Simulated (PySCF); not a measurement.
**Molecular orbitals of CsRb⁺**

PBE0 at R = 5.265 Å; basis Cs def2-SVPD with ECP46, Rb def2-SVPD with ECP28; scalar-relativistic core potentials; PySCF 2.14. State: ²Σ⁺ (doublet), unpaired electrons σ ↑. Only the outer orbitals are listed, counted within each symmetry, core potentials removing the inner ones.

```json
{"spin": "α", "orbital": "2σ", "occ.": "1", "ε (eV)": "-33.23", "on Cs (%)": "100", "main shells (%)": "100 Cs s"}
{"spin": "α", "orbital": "1π", "occ.": "1", "ε (eV)": "-21.35", "on Cs (%)": "0", "main shells (%)": "100 Rb p"}
{"spin": "α", "orbital": "1π", "occ.": "1", "ε (eV)": "-21.35", "on Cs (%)": "0", "main shells (%)": "100 Rb p"}
{"spin": "α", "orbital": "3σ", "occ.": "1", "ε (eV)": "-21.33", "on Cs (%)": "0", "main shells (%)": "100 Rb p"}
{"spin": "α", "orbital": "2π", "occ.": "1", "ε (eV)": "-18.77", "on Cs (%)": "100", "main shells (%)": "100 Cs p"}
{"spin": "α", "orbital": "2π", "occ.": "1", "ε (eV)": "-18.77", "on Cs (%)": "100", "main shells (%)": "100 Cs p"}
{"spin": "α", "orbital": "4σ", "occ.": "1", "ε (eV)": "-18.74", "on Cs (%)": "100", "main shells (%)": "100 Cs p"}
{"spin": "α", "orbital": "5σ", "occ.": "1", "ε (eV)": "-6.19", "on Cs (%)": "20", "main shells (%)": "60 Rb s, 17 Cs s, 16 Rb p"}
{"spin": "α", "orbital": "6σ", "occ.": "0", "ε (eV)": "-4.22", "on Cs (%)": "59", "main shells (%)": "64 Cs s, 45 Rb s"}
{"spin": "α", "orbital": "3π", "occ.": "0", "ε (eV)": "-3.39", "on Cs (%)": "43", "main shells (%)": "43 Rb p, 23 Cs p, 20 Cs d"}
{"spin": "α", "orbital": "3π", "occ.": "0", "ε (eV)": "-3.39", "on Cs (%)": "43", "main shells (%)": "43 Rb p, 23 Cs p, 20 Cs d"}
{"spin": "β", "orbital": "2σ", "occ.": "1", "ε (eV)": "-33.19", "on Cs (%)": "100", "main shells (%)": "100 Cs s"}
{"spin": "β", "orbital": "1π", "occ.": "1", "ε (eV)": "-21.30", "on Cs (%)": "0", "main shells (%)": "100 Rb p"}
{"spin": "β", "orbital": "1π", "occ.": "1", "ε (eV)": "-21.30", "on Cs (%)": "0", "main shells (%)": "100 Rb p"}
{"spin": "β", "orbital": "3σ", "occ.": "1", "ε (eV)": "-21.26", "on Cs (%)": "0", "main shells (%)": "100 Rb p"}
{"spin": "β", "orbital": "2π", "occ.": "1", "ε (eV)": "-18.74", "on Cs (%)": "100", "main shells (%)": "100 Cs p"}
{"spin": "β", "orbital": "2π", "occ.": "1", "ε (eV)": "-18.74", "on Cs (%)": "100", "main shells (%)": "100 Cs p"}
{"spin": "β", "orbital": "4σ", "occ.": "1", "ε (eV)": "-18.68", "on Cs (%)": "100", "main shells (%)": "100 Cs p"}
{"spin": "β", "orbital": "5σ", "occ.": "0", "ε (eV)": "-4.60", "on Cs (%)": "43", "main shells (%)": "48 Rb s, 39 Cs s"}
{"spin": "β", "orbital": "6σ", "occ.": "0", "ε (eV)": "-3.74", "on Cs (%)": "54", "main shells (%)": "58 Cs s, 53 Rb s"}
{"spin": "β", "orbital": "3π", "occ.": "0", "ε (eV)": "-2.60", "on Cs (%)": "55", "main shells (%)": "36 Rb p, 28 Cs d, 28 Cs p"}
```

Problem. Which are the highest filled and the lowest empty level, where do they sit, and how wide is the gap?

Solution. Highest filled α 5σ at -6.19 eV (in %: 60 Rb s, 17 Cs s, 16 Rb p); lowest empty β 5σ at -4.60 eV (in %: 48 Rb s, 39 Cs s); the gap at PBE0 is 1.59 eV.

- bond order (Mayer): 0.32
- ⟨S²⟩: 0.750
- charge on Cs (Mulliken, basis-dependent): 0.80
- charge on Cs (Löwdin, basis-dependent): 0.58
- dipole moment (positive dipole points towards Rb; it is taken about the centre of mass and depends on that origin): 1.16 D
- polarisability along the bond: 453.9 bohr³
- polarisability across the bond: 205.2 bohr³

Spin–orbit coupling is left out. The state is the lowest determinant that a PBE0 search found; another state may lie lower at other levels.
